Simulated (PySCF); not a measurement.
C₂H₄GeN₂, SMILES N#C/N=[CH]\[GeH3].

Geometry: B3LYP-D3(BJ)/def2-SVP. The structure was generated by enumeration; whether it is a known compound was not checked.

Calculation: TDDFT-PBE/def2-SVPD run with PySCF.

Vertical excitations. The molecule is in vacuum.

Q: List the lowest excited states. (The exact figures need the calculation; the answer reports its results.)

A: 
```tsv
state	energy (eV)	λ (nm)	f	main pairs
S1	3.28	378	0.000	HOMO→LUMO 100 %
S2	5.10	243	0.000	HOMO−2→LUMO 98 %
S3	5.22	237	0.139	HOMO−1→LUMO 79 %
S4	5.36	231	0.005	HOMO−3→LUMO 86 %
S5	5.51	225	0.000	HOMO−4→LUMO 88 %
S6	5.81	213	0.015	HOMO−5→LUMO 85 %
S7	5.95	208	0.018	HOMO→LUMO+1 60 %, HOMO→LUMO+2 28 %
S8	6.29	197	0.229	HOMO→LUMO+2 65 %, HOMO→LUMO+1 24 %
S9	6.58	188	0.032	HOMO→LUMO+3 97 %
S10	6.72	184	0.001	HOMO→LUMO+4 98 %
T1	2.78	446	0	HOMO→LUMO 100 %
T2	3.60	345	0	HOMO−1→LUMO 97 %
T3	4.71	263	0	HOMO−2→LUMO 99 %
T4	4.96	250	0	HOMO−3→LUMO 95 %
```
Triplets are in the Tamm–Dancoff approximation, which puts them higher than full response would, so one can lie above its singlet here.
